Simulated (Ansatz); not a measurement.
Reaction (redistribution): `[Cl][GeH]` + `CN(C)[SiH](O)O` → `C[N](C)[Ge][Cl]` + `O[SiH2]O`

Computed with Ansatz on PBE0-D4/def2-TZVP structures; ΔE is electronic, products minus reactants. CCSD(T)/CBS is the MP2 limit (def2-TZVPP, def2-QZVPP) plus CCSD(T) − MP2 in def2-TZVPP, frozen cores. DFT in def2-TZVPP. B3LYP here is the variant with VWN-RPA as its local correlation; programs differ in this. For Ge outer-core shells are correlated without core-valence functions, which leaves a few kJ/mol of doubt a bond. Scalar relativity is left out up to krypton. One conformer a species, not always the lowest.

`[Cl][GeH]`:

```xyz
3

Cl    0.300    0.825    1.316
Ge    0.440    0.120   -0.745
H    -0.741   -0.945   -0.571
```

`CN(C)[SiH](O)O`:

Z-matrix (Å, degrees):
```
C
N 1 1.443
H 1 1.098 2 110.6
H 1 1.100 2 111.8 3 119.6
H 1 1.089 2 110.4 3 -119.4
C 2 1.443 1 113.4 3 -60.0
Si 2 1.703 1 123.7 3 134.3
H 6 1.099 2 111.9 1 -58.9
H 6 1.091 2 110.7 1 -179.4
H 6 1.098 2 110.9 1 60.9
O 7 1.644 2 104.5 1 -30.1
O 7 1.641 2 110.1 1 -153.4
H 7 1.485 2 116.8 1 90.6
H 11 0.958 7 116.2 2 159.6
H 12 0.959 7 116.3 2 54.3
```

`C[N](C)[Ge][Cl]`:

Cartesian coordinates in Å:
```
C 0.773 0.739 -0.450
N -0.015 -0.311 0.145
C -1.426 -0.002 0.204
Ge 0.492 -1.929 0.817
Cl 2.673 -1.811 0.453
H 1.825 0.462 -0.471
H 0.666 1.672 0.119
H 0.440 0.938 -1.477
H -1.610 0.901 0.798
H -1.982 -0.826 0.661
H -1.837 0.167 -0.799
```

`O[SiH2]O`:

Cartesian coordinates in Å:
```
O -0.654 0.367 -1.241
Si -0.145 0.258 0.316
O 0.966 -0.925 0.560
H -0.015 0.639 -1.902
H 0.552 1.493 0.745
H -1.388 0.001 1.079
H 0.684 -1.833 0.443
```

(1) Is it downhill or uphill in electronic energy at CCSD(T)/CBS, and by how much? (An estimate is asked.)

(2) What do these levels give: PBE-D4, B3LYP-D4, HF/def2-TZVPP, SCS-MP2/def2-QZVPP, HF/CBS(def2), MP2/CBS(def2)? (An estimate is asked.)

Largest T1 diagnostic among the species: 0.014.

## Answers

(1) Ansatz gave: Downhill: ΔE = -38.3 kJ/mol.

(2) Ansatz gave: PBE-D4 -41.6, B3LYP-D4 -34.2, HF/def2-TZVPP -12.3, SCS-MP2/def2-QZVPP -41.8, HF/CBS(def2) -11.3, MP2/CBS(def2) -48.4 kJ/mol.

In def2-TZVPP, CCSD(T) changes the Hartree–Fock value by −24.0 kJ/mol (the triples alone add −6.4 kJ/mol) and MP2 by −34.1 kJ/mol. From PBE to PBE0 (25 % exact exchange), in def2-TZVPP and without D4, ΔE moves by +9.5 kJ/mol.
